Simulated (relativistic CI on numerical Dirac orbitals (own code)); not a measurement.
How the errors of a small relativistic CI change along the 55-electron sequence

Levels calculated with a relativistic CI code on KLI orbitals, against measured ones, in five cumulative steps: (1) Dirac-Coulomb, each configuration alone; (2) with Breit and QED terms; (3) with configuration mixing; (4) with scaled Slater integrals; (5) with a P86 correlation estimate. Each ion has its own short list of configurations; levels above 2,000 cm⁻¹ that pair in every step are counted, and ions without enough such levels are left out. The scale is 0.85 up to charge 4 and 0.9 beyond; P86 is a density functional added for each configuration.

Median relative error (%):

```csv
Ion,Ground,Levels,(1),(2),(3),(4),(5)
Cs,6s,9,13.9,13.9,13.9,13.9,4.5
Ba+,6s,11,8.4,8.5,8.5,8.5,6.2
La2+,5d,22,6.2,6.1,6.1,6.1,0.7
Ce3+,4f,9,8.0,7.1,6.8,6.8,0.8
Pr4+,4f 5s2,6,4.0,3.2,3.8,3.8,1.9
```

Mean absolute error (cm⁻¹):

| Ion | (1) | (2) | (3) | (4) | (5) |
| --- | --- | --- | --- | --- | --- |
| Cs | 2074 | 2098 | 2099 | 2099 | 854 |
| Ba+ | 2487 | 2472 | 2492 | 2492 | 2196 |
| La2+ | 6739 | 6654 | 6650 | 6650 | 808 |
| Ce3+ | 8914 | 8007 | 8266 | 8162 | 1824 |
| Pr4+ | 5574 | 4582 | 5150 | 5044 | 2073 |

In step (3), fully ab initio, the relative error is 13.9 % for Cs and 3.8 % for Pr4+, while the absolute error goes from 2099 to 5150 cm⁻¹. Level energies grow with the charge (linearly within a shell, quadratically where n changes), mostly faster than the correlation that the model misses, so the relative error falls. The sets of levels differ from ion to ion, which blurs the trend. Mixing (step 3) lowers the mean absolute error for 1 of the 5 ions and scaling (step 4) for 2. The P86 step changes the mean absolute error by a factor of 0.4 for the first ion and 0.4 for the last.

Sources of the measured levels: Cs, NIST Handbook of Basic Atomic Spectroscopic Data (Sansonetti and Martin, J. Phys. Chem. Ref. Data 34, 1559 (2005)); Ba+, NIST Handbook of Basic Atomic Spectroscopic Data (Sansonetti and Martin, J. Phys. Chem. Ref. Data 34, 1559 (2005)); La2+, Martin, Zalubas and Hagan, Atomic Energy Levels: The Rare-Earth Elements, NSRDS-NBS 60 (1978); Ce3+, Martin, Zalubas and Hagan, Atomic Energy Levels: The Rare-Earth Elements, NSRDS-NBS 60 (1978); Pr4+, Martin, Zalubas and Hagan, Atomic Energy Levels: The Rare-Earth Elements, NSRDS-NBS 60 (1978).
